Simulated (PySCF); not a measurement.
C₂H₃ClN₂Si, SMILES Cl[SiH]1N=CC=N1.

Geometry: PBE0-D3(BJ)/def2-SVP. This is a generated structure with no PubChem entry under its InChIKey; it may be hypothetical.

Calculation: PBE/def2-TZVP (PySCF).

Task: Estimate the frontier levels, gap, dipole moment and polarisability. (Estimate from the structure and the level; the computed values follow.)

Result: 
```yaml
highest_occupied_level: -6.56 eV
lowest_empty_level: -3.73 eV
orbital_gap: 2.83 eV
dipole_moment: 2.03 D
quadrupole, principal values (traceless, Buckingham form, about the centre of nuclear charge): -10.77, 0.17, 10.61 D·Å
mean_static_polarisability: 68.4 bohr³ (10.13 Å³)
polarisability_principal_values: 53.6, 61.1, 90.4 bohr³
```
